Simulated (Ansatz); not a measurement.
```yaml
crystal:
  periodic: [false, false, false]
  atoms:
    - {symbol: C, position_ang: [-0.992095, 0.506299, 1.398057]}
    - {symbol: Zr, position_ang: [-0.415338, 0.343200, -0.707859]}
    - {symbol: C, position_ang: [1.415972, -0.856597, -0.675535]}
    - {symbol: Cl, position_ang: [-2.074097, -0.858533, -1.845305]}
    - {symbol: Cl, position_ang: [0.108330, 2.482810, -1.506041]}
    - {symbol: H, position_ang: [-0.198213, 0.997071, 1.974080]}
    - {symbol: H, position_ang: [-1.158265, -0.490074, 1.825384]}
    - {symbol: H, position_ang: [-1.912151, 1.087394, 1.526083]}
    - {symbol: H, position_ang: [1.824701, -1.005374, -1.681253]}
    - {symbol: H, position_ang: [2.183363, -0.362520, -0.067205]}
    - {symbol: H, position_ang: [1.217793, -1.843678, -0.240406]}
basis:
  gaussian: {orbitals: STO-3G}
hamiltonian: {xc: {name: M06-2X}}
scf: {lower_state_search: full}
```

```sh
$ ansatz run in.yaml --threads 4 --pin off --events-out ev --progress --plain --max-ram 11315MiB
```

It prints (some lines left out):

```
Error: YAML parse error: error: line 17 column 19: hamiltonian.xc: no functional is named "M06-2X"; the names, which are not case-sensitive, are SVWN5, SPW92, PBE, PBE0, PBEsol, revPBE, revPBE0, RPBE, rPW86-PBE, HSE06, wPBEh, LC-wPBE, HISS, HF, BLYP, B3LYP, B3LYP5, BHLYP, CAM-B3LYP, r2SCAN, r2SCANh, r2SCAN0, r2SCAN50, m-r2SCAN, B97, wB97, wB97X, wB97X-V, B97M-V, wB97M-V, B2PLYP, B2GP-PLYP, PBE0-DH, PBE-QIDH
15 | basis:
16 |   gaussian: {orbitals: STO-3G}
17 | hamiltonian: {xc: {name: M06-2X}}
18 | scf: {lower_state_search: full}
```

**Question.** Something in this input is off. What?

**Answer.** The method's name isn't one that the program takes here. The input was rejected before any iteration.

HSE06 is defined as in plane-wave codes.
